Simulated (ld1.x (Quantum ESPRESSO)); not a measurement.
**Plane-wave convergence, TM potential for palladium**

ld1.x (Quantum ESPRESSO) 7.5 input, shortened:

```
&input
   title='Pd', zed=46., rel=1, dft='PZ', iswitch=3,
   config='[Kr] 4d10 5s0 5p0'
 /
 &inputp
   pseudotype=2, tm=.true., lloc=0,
   nlcc=.false.
 /
3
5P  2  1   0.00   0.00  3.75  3.75  0.0
4D  3  2  10.00   0.00  1.75  1.75  0.0
5S  1  0   0.00   0.00  1.90  1.90  0.0
 &test
   configts(1)='4d10 5s0 5p0'
 /
```

The pseudo-atom Hamiltonian at the reference potential is diagonalised in spherical Bessel functions j_l(qr) that vanish at 20 bohr, with q² up to the cutoff. All-electron valence levels (Ry): 5p -0.0264, 4d -0.3169, 5s -0.2660.

Q: How do the lowest levels (Ry) of each channel move with the cutoff, and are there ghosts?

A:

```
cutoff (Ry)     p #1    p #2     d #1    d #2     s #1    s #2    f #1  Σ f·Δε (mRy)
          8  -0.0260  0.0647   0.0682  0.1558  -0.2460  0.0252  0.1152        3851.6
         15  -0.0260  0.0647   0.0677  0.1508  -0.2587  0.0240  0.1152        3845.9
         21  -0.0260  0.0647   0.0563  0.0954  -0.2642  0.0235  0.1152        3732.3
         35  -0.0260  0.0647  -0.2474  0.0708  -0.2652  0.0234  0.1152         694.9
         45  -0.0260  0.0647  -0.3051  0.0706  -0.2657  0.0234  0.1152         118.0
         60  -0.0260  0.0647  -0.3166  0.0705  -0.2658  0.0234  0.1152           3.0
         80  -0.0260  0.0647  -0.3168  0.0705  -0.2659  0.0234  0.1152           1.1
        110  -0.0260  0.0647  -0.3169  0.0705  -0.2660  0.0234  0.1152           0.1
        400  -0.0260  0.0647  -0.3169  0.0705  -0.2660  0.0234  0.1152           0.0
```

Result: no extra level below or beside the all-electron valence levels (p, d, s, f tested); 10 mRy is reached at 55 Ry and 1 mRy at 90 Ry.

Its largest configuration-test error is -886 meV.
